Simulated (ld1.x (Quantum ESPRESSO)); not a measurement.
**An all-electron radial function and its pseudo partner (nickel)**

Columns: radius, all-electron u(r) and pseudo u(r) of the 4s shell (level -21.45 eV) of nickel in the configuration [Ar] 3d8 4s0 4p0; PBEsol, scalar-relativistic, PAW scheme, ld1.x (Quantum ESPRESSO) 7.5.

```
r (bohr)  all-electron   pseudo
   0.123       -0.1680  -0.0859
   0.245       -0.1082  -0.1698
   0.368        0.1691  -0.2518
   0.490        0.3264  -0.3294
   0.613        0.3277  -0.4028
   0.735        0.2254  -0.4699
   0.858        0.0729  -0.5311
   0.980       -0.0903  -0.5847
   1.103       -0.2460  -0.6312
   1.225       -0.3813  -0.6698
   1.348       -0.4942  -0.7009
   1.470       -0.5822  -0.7242
   1.593       -0.6481  -0.7402
   1.715       -0.6930  -0.7492
   1.838       -0.7203  -0.7515
   1.960       -0.7323  -0.7476
   2.083       -0.7317  -0.7378
   2.205       -0.7210  -0.7227
   2.328       -0.7023  -0.7024
   2.450       -0.6775  -0.6775
   2.573       -0.6481  -0.6481
   2.695       -0.6158  -0.6158
   2.818       -0.5812  -0.5812
   2.940       -0.5458  -0.5458
   3.063       -0.5097  -0.5097
   3.185       -0.4740  -0.4740
```

Q: How many radial nodes do the two functions have?

A: The all-electron 4s function has n − l − 1 = 3 (the table is too coarse to show those close to the nucleus); the pseudo-wave has 0, since the states of the same l below it are removed with the core.

Q: At about which radius was the pseudo-wave matched?

A: 2.45 bohr. The columns agree to 0.0005 from 2.33 bohr on; several derivatives are matched, so the curves merge somewhat inside the radius.

Q: Where does each function peak?

A: Outermost all-electron maximum near 1.96 bohr, pseudo maximum near 1.84 bohr (to the table’s step).

Q: Is the pseudo-wave norm-conserving?

A: No, it belongs to a PAW set: the norm inside the radius is not constrained, and the difference is carried by the augmentation charge.
